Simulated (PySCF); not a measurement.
Compound: C₃H₉AlF₂OS.
Z-matrix (Å and degrees, PBE0-D3(BJ)/def2-SVP geometry), rows numbered from 1:
```
C 
S   1  1.8065
C   2  1.8057  1  100.95
Al  2  2.4545  1   97.40  3   104.18
O   4  1.7732  2  101.07  1  -179.00
C   5  1.3082  4  132.00  2    44.39
F   6  1.3774  5  111.32  4   -67.03
F   6  1.3693  5  112.01  4    49.14
H   1  1.0984  2  106.98  3  -176.60
H   1  1.0999  2  110.60  3   -57.31
H   1  1.0983  2  109.54  3    64.91
H   3  1.0970  2  106.11  1   175.23
H   3  1.0991  2  110.32  1    56.55
H   3  1.0983  2  109.19  1   -66.01
H   4  1.5971  2   98.13  1   -58.86
H   4  1.5888  2  100.86  1    65.57
H   6  1.1039  5  113.65  4   171.71
```

The closed-shell ground state was solved at several levels (PySCF, density fitting, gas phase, non-relativistic).

```
            level  basis functions  total energy (Eh)  HOMO (eV)  LUMO (eV)  gap (eV)  dipole (D)
    PBE0/pcSseg-1              195         -1034.6098      -7.86      -0.05      7.81        4.11
mPW1PW91/pcSseg-1              195         -1035.2079      -7.90      -0.05      7.85        4.11
```

Estimate the row for wB97X-D/def2-SVPD, a basis of 252 functions; the other rows only guide the guess.

Total energy -1034.7468 Eh, HOMO -9.74 eV, LUMO 1.50 eV, gap 11.24 eV, dipole 4.07 D.

Over all these levels, which gives the widest orbital gap and which the narrowest?

wB97X-D/def2-SVPD (range-separated hybrid) has the widest, 11.24 eV, and PBE0/pcSseg-1 (global hybrid, 25 % exact exchange) the narrowest, 7.81 eV. Functional and basis both differ between the two, so the spread mixes both effects.

How far do the dipole and the HOMO energy spread over the levels?

The dipole runs from 4.07 to 4.11 D (mean 4.09 D) and the HOMO from -9.74 to -7.86 eV.

One conformer stands for the species.

wB97X-D is run here without its empirical dispersion term; that term would change no orbital, density or response property at a fixed geometry.
